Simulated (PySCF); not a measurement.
**Working out the ionisation energy of Cd⁺**

Cd⁺ [Kr] 4d10 5s1 (2S) → Cd²⁺ [Kr] 4d10 (1S). All numbers are calculated (PySCF 2.14, the spin-free X2C one-electron Hamiltonian (Gaussian nucleus), in ANO-RCC-VTZP (7s6p4d2f1g, 68 functions)). Frozen: [Ar] 3d10. Energies in hartree (1 hartree = 27.21139 eV):

| part | Cd⁺ (lower) | Cd²⁺ (upper) |
| --- | --- | --- |
| UHF | -5590.873624 | -5590.300738 |
| CCSD correlation | -0.516123 | -0.472708 |
| (T) | -0.012966 | -0.009690 |

What does Hartree-Fock give?

(-5590.300738) − (-5590.873624) = 0.572886 hartree = 15.589 eV.

What do CCSD and CCSD(T) give?

The CCSD correlation energies differ by 0.043415 hartree = 1.181 eV and the triples by 0.003276 hartree = 0.089 eV, so CCSD gives 16.770 eV and CCSD(T) 16.859 eV.

Measured between the centres of the two terms (NIST): 16.908 eV, so CCSD(T) (valence and next inner shell) is off by -0.049 eV.

What remains against the reference includes basis incompleteness, the frozen core and higher excitations.
